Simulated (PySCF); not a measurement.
PySCF input file for Be(F)(SMe) (CH₃BeFS), SMILES C[S][Be][F], B3LYP-D3(BJ)/def2-SVP. Geometry optimised at B3LYP-D3(BJ)/def2-SVP. Other conformers were not sampled.

```python
import numpy as np
from pyscf import gto, scf, dft, df
from pyscf.hessian import thermo

mol = gto.M(
    atom='''
    Be    0.10730924   -1.09722971   -0.00000000
    F    -0.31905202   -2.42226380    0.00000000
    S     0.71716543    0.69767446   -0.00000000
    C    -0.90023924    1.60073234    0.00000000
    H    -1.48761615    1.37537488    0.90022256
    H    -0.65574799    2.67135794   -0.00000000
    H    -1.48761616    1.37537488   -0.90022256
    ''',
    basis='def2-SVP',
    charge=0,
    spin=0,
    max_memory=1600,
    verbose=3,
)
mf = dft.RKS(mol, xc='b3lyp').density_fit(auxbasis='def2-universal-jkfit')
mf.disp = 'd3bj'
mf.grids.level = 3
mf.conv_tol = 1e-11
mf.max_cycle = 100
mf.kernel()

# [left out here: the lines that compute and print the analytic Hessian (its translational invariance restored by hand, since the grid's response is missing), thermochemistry and intensities]
```

Output:

```
converged SCF energy = -552.588975551659

WARN: DFTD3 does not support analytical Hessian, using finite difference


WARN: Mole.unit (angstrom) is changed to Bohr

Mode                                 0                   1                   2
Irrep
Freq [cm^-1]                       74.1123            108.4610            287.3136
Reduced mass [au]                   1.0474              4.3767              9.5186
Force const [Dyne/A]                0.0034              0.0303              0.4630
Char temp [K]                     106.6311            156.0513            413.3803
Normal mode                   x     y     z       x     y     z       x     y     z
       0  Be                -0.00 -0.00 -0.02    0.08  0.02 -0.00    0.00 -0.00  0.30
       1   F                 0.00 -0.00  0.03   -0.09  0.08  0.00   -0.00  0.00 -0.08
       2   S                -0.00 -0.00 -0.02    0.06  0.03 -0.00    0.00  0.00 -0.04
       3   C                 0.00  0.00  0.01   -0.06 -0.17  0.00   -0.00 -0.00 -0.00
       4   H                -0.25 -0.42 -0.26   -0.03 -0.24  0.00   -0.01 -0.03 -0.02
       5   H                 0.00  0.00  0.59   -0.20 -0.13  0.00   -0.00  0.00  0.05
       6   H                 0.25  0.42 -0.26   -0.03 -0.24 -0.00    0.01  0.03 -0.02
Mode                                 3                   4                   5
Irrep
Freq [cm^-1]                      362.4715            482.5763            686.3004
Reduced mass [au]                   8.4053             15.6675              6.8566
Force const [Dyne/A]                0.6507              2.1497              1.9028
Char temp [K]                     521.5158            694.3199            987.4335
Normal mode                   x     y     z       x     y     z       x     y     z
       0  Be                 0.27 -0.12 -0.00    0.07  0.06  0.00    0.01 -0.00 -0.00
       1   F                -0.06 -0.02 -0.00    0.04  0.15  0.00    0.00  0.01 -0.00
       2   S                -0.04  0.02  0.00   -0.06 -0.10 -0.00    0.08 -0.06  0.00
       3   C                -0.01  0.06 -0.00    0.02 -0.01 -0.00   -0.19  0.12  0.00
       4   H                -0.01  0.09  0.00    0.00  0.03  0.00   -0.15  0.07  0.01
       5   H                 0.07  0.05 -0.00    0.11 -0.04  0.00   -0.13  0.10 -0.00
       6   H                -0.01  0.09 -0.00    0.00  0.03 -0.00   -0.15  0.07 -0.01
Mode                                 6                   7                   8
Irrep
Freq [cm^-1]                      953.1872            972.3493           1333.6910
Reduced mass [au]                   1.1710              1.1946              1.1845
Force const [Dyne/A]                0.6269              0.6655              1.2413
Char temp [K]                    1371.4241           1398.9941           1918.8844
Normal mode                   x     y     z       x     y     z       x     y     z
       0  Be                 0.00 -0.00 -0.01    0.01 -0.01  0.00   -0.01 -0.06 -0.00
       1   F                 0.00  0.00  0.00   -0.00  0.00 -0.00    0.01  0.02 -0.00
       2   S                -0.00 -0.00 -0.02   -0.01 -0.02  0.00    0.01 -0.00 -0.00
       3   C                 0.00  0.00  0.11    0.06  0.09 -0.00    0.09 -0.05  0.00
       4   H                -0.54  0.27 -0.17    0.17 -0.38 -0.05   -0.37  0.33 -0.17
       5   H                -0.00  0.00 -0.25   -0.64  0.26  0.00   -0.52  0.11 -0.00
       6   H                 0.54 -0.27 -0.17    0.17 -0.38  0.05   -0.37  0.33  0.17
Mode                                 9                  10                  11
Irrep
Freq [cm^-1]                     1396.7740           1456.7815           1461.3512
Reduced mass [au]                   7.5919              1.0532              1.0536
Force const [Dyne/A]                8.7268              1.3169              1.3257
Char temp [K]                    2009.6469           2095.9843           2102.5591
Normal mode                   x     y     z       x     y     z       x     y     z
       0  Be                -0.09 -0.27  0.00   -0.00 -0.00  0.00   -0.00 -0.00 -0.00
       1   F                 0.03  0.09  0.00    0.00  0.00 -0.00    0.00  0.00  0.00
       2   S                 0.01  0.02  0.00    0.00  0.00  0.00    0.00  0.00 -0.00
       3   C                -0.02  0.01 -0.00    0.03  0.05  0.00    0.00  0.00 -0.06
       4   H                 0.08 -0.06  0.04   -0.39 -0.34 -0.37   -0.02  0.46  0.06
       5   H                 0.11 -0.02  0.00    0.36 -0.04 -0.00    0.00 -0.00  0.71
       6   H                 0.08 -0.06 -0.04   -0.39 -0.34  0.37    0.02 -0.46  0.06
Mode                                12                  13                  14
Irrep
Freq [cm^-1]                     3052.1429           3157.1292           3158.7497
Reduced mass [au]                   1.0299              1.1099              1.1070
Force const [Dyne/A]                5.6529              6.5180              6.5078
Char temp [K]                    4391.3541           4542.4060           4544.7376
Normal mode                   x     y     z       x     y     z       x     y     z
       0  Be                -0.00 -0.00 -0.00    0.00 -0.00  0.00    0.00 -0.00 -0.00
       1   F                 0.00  0.00  0.00   -0.00 -0.00 -0.00   -0.00 -0.00  0.00
       2   S                 0.00  0.00 -0.00   -0.00 -0.00  0.00   -0.00 -0.00 -0.00
       3   C                -0.04  0.02  0.00    0.00  0.00 -0.09    0.05  0.08  0.00
       4   H                 0.30  0.13 -0.49   -0.35 -0.15  0.55   -0.18 -0.07  0.30
       5   H                -0.14 -0.51  0.00   -0.00 -0.00 -0.02   -0.19 -0.77  0.00
       6   H                 0.30  0.13  0.49    0.35  0.15  0.55   -0.18 -0.07 -0.30
temperature 298.1500 [K]
pressure 101325.00 [Pa]
Rotational constants [GHz] 14.72958 2.79798 2.38762
Symmetry number 1
Zero-point energy (ZPE) 0.04316 [Eh]   113306.642 [J/mol]
                           tot       elec      trans        rot        vib
Entropy [J/mol/K]       316.772      0.000    162.610    107.084     47.078
Cv [J/mol/K]             69.094      0.000     12.472     12.472     44.150
Cp [J/mol/K]             77.408      0.000     20.786     12.472     44.150
Internal energy [J/mol]                      3718.434   3718.434 120546.558
Internal energy [Eh]   -552.54023  -552.58898
Enthalpy [J/mol]                             6197.391   3718.434 120546.558
Enthalpy [Eh]          -552.53929
Gibbs free energy [J/mol]                  -42284.703 -28208.789 106510.343
Gibbs free energy [Eh] -552.57526
static polarisability / bohr^3: [[36.336 -2.762  0.   ]
 [-2.763 49.398 -0.   ]
 [-0.    -0.    30.003]]
largest difference of analytic and finite-field dipole derivatives / e: 0.0011868456748760359
mode   freq/cm-1   IR/(km/mol)   Raman/(A^4/amu)   depolarisation
   1       74.11         0.049             0.084            0.750
   2      108.46         7.060             1.585            0.685
   3      287.31        56.787             4.698            0.750
   4      362.47        53.816             2.854            0.463
   5      482.58         3.012             7.478            0.094
   6      686.30         6.917            16.756            0.237
   7      953.19         7.128             3.773            0.750
   8      972.35         4.699             3.568            0.452
   9     1333.69        47.770             2.058            0.718
  10     1396.77       257.981             0.637            0.225
  11     1456.78         8.049            12.847            0.749
  12     1461.35         5.992            16.704            0.750
  13     3052.14        20.828           120.179            0.006
  14     3157.13         3.360            59.573            0.750
  15     3158.75         1.966            85.390            0.708
max |gradient| / (hartree/bohr): 0.0003269104005817222
APT charges: [ 0.9225 -0.5954 -0.4428  0.1295 -0.0107  0.0076 -0.0107]
```

The run converged.
